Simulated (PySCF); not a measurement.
From one molecule to another.

First species: C5H6NO3P.
SMILES with atom numbers: `[O:1]=[P:2]([OH:3])([OH:4])[c:5]1[cH:6][cH:7][cH:8][n:9][cH:10]1` (hydrogens: H11 on O3; H12 on O4; H13 on C6; H14 on C7; H15 on C8; H16 on C10)

Second species: CH15NSi5.
Z-matrix (Å and degrees, GFN2-xTB geometry), rows numbered from 1:
```
Si
N   1  1.7370
Si  2  1.7370  1  120.91
C   2  1.4849  1  119.43  3   174.24
Si  4  1.9189  2  113.24  1    33.34
Si  4  1.9188  2  113.17  1   152.09
Si  4  1.9191  2  109.16  1   -87.34
H   1  1.4680  2  109.97  3   114.55
H   1  1.4588  2  107.59  3    -4.62
H   1  1.4667  2  110.86  3  -123.79
H   3  1.4584  2  107.64  1     4.23
H   3  1.4665  2  110.89  1   123.38
H   3  1.4677  2  110.04  1  -114.90
H   5  1.4663  4  111.18  2    58.63
H   5  1.4661  4  107.73  2   177.26
H   5  1.4653  4  113.11  2   -64.30
H   6  1.4654  4  113.09  2    64.53
H   6  1.4660  4  107.81  2  -177.03
H   6  1.4662  4  111.17  2   -58.37
H   7  1.4656  4  110.91  2   -60.06
H   7  1.4650  4  109.13  2   179.91
H   7  1.4655  4  110.86  2    59.94
```

Levels: PBE0/pcSseg-1 for dipole moment, HOMO energy, LUMO energy and HOMO–LUMO gap; GFN2-xTB for rotational constant A and rotational constant C. Geometries: GFN2-xTB. Each structure is a single optimised conformer of the isolated species, non-relativistic unless stated. Electronic properties by PySCF.

Dipoles, sizes and rotational constants follow the conformer. The torsions of the flexible species, by atom-mapped SMILES:
- `[O:1]=[P:2]([OH:3])([OH:4])[c:5]1[cH:6][cH:7][cH:8][n:9][cH:10]1`: O1–P2–C5–C6 180°, H–O3–P2–O1 0°, H–O4–P2–O1 0°
- `[SiH3:1][N:2]([SiH3:3])[C:4]([SiH3:5])([SiH3:6])[SiH3:7]`: Si1–N2–C4–Si5 33°

Values for the first species:

| Item | Value |
| --- | --- |
| Dipole moment | 2.73 D |
| HOMO energy | -7.69 eV |
| LUMO energy | -1.38 eV |
| HOMO–LUMO gap | 6.31 eV |
| Rotational constant A | 2.580 GHz |
| Rotational constant C | 0.707 GHz |

Estimate the same properties for the second species, and the change in each.

```tsv
property	first	second	second less first
dipole moment	2.73 D	0.16 D	-2.57 D
HOMO energy	-7.69 eV	-6.76 eV	+0.93 eV
LUMO energy	-1.38 eV	-0.61 eV	+0.77 eV
HOMO–LUMO gap	6.31 eV	6.15 eV	-0.16 eV
rotational constant A	2.580 GHz	1.056 GHz	-1.524 GHz
rotational constant C	0.707 GHz	0.728 GHz	+0.021 GHz
```

On the first: A dipole of 2.73 D is allowed in Cs, and pure rotational transitions are dipole-allowed. The dipole matches unit charges of opposite sign 0.57 Å apart (1 e·Å = 4.8032 D). GFN2-xTB frequencies show an imaginary mode (75i cm⁻¹), so this geometry is no minimum at that level.

On the second: The dipole equals about 0.5 × 10⁻³⁰ C·m (1 D = 3.33564 × 10⁻³⁰ C·m).
